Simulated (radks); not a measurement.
Values are calculated unless marked as measured or tabulated.
Task: Mn II, 24 electrons, occupied as [Ar] 3d4.5 4s1 4p0.5 (fractional occupations, a model configuration). Code: a radial shooting solver on a logarithmic mesh with Libxc functionals. Model: Dirac Kohn-Sham, PBE, spin-unpolarised, spherical densities, finite nucleus; open shells are shared between the two j in proportion to 2j + 1; Fermi nuclear charge, rms radius 3.7057 fm. Some entries of the table are withheld. Estimate them.

| orbital | occ. | eigenvalue (eV) | <1/r> (bohr^-1) |
|---|---|---|---|
| 1s1/2 | 2 | -6440.313 | 24.93 |
| 2s1/2 | 2 | -756.0641 | 5.323 |
| 2p1/2 | 2 | -649.2696 | (1) |
| 2p3/2 | 4 | -638.8414 | (2) |
| 3s1/2 | 2 | (3) | 1.669 |
| 3p1/2 | 2 | -67.3089 | 1.544 |
| 3p3/2 | 4 | -66.0251 | 1.524 |
| 3d3/2 | 1.8 | (4) | 1.181 |
| 3d5/2 | 2.7 | (5) | 1.176 |
| 4s1/2 | 1 | -13.1077 | 0.4803 |
| 4p1/2 | 0.166667 | -8.1593 | 0.3834 |
| 4p3/2 | 0.333333 | -8.0772 | 0.3800 |

Result: 
(1) 2p1/2 <1/r> (bohr^-1): 5.265
(2) 2p3/2 <1/r> (bohr^-1): 5.179
(3) 3s1/2 eigenvalue (eV): -97.8226
(4) 3d3/2 eigenvalue (eV): -18.1859
(5) 3d5/2 eigenvalue (eV): -18.0579
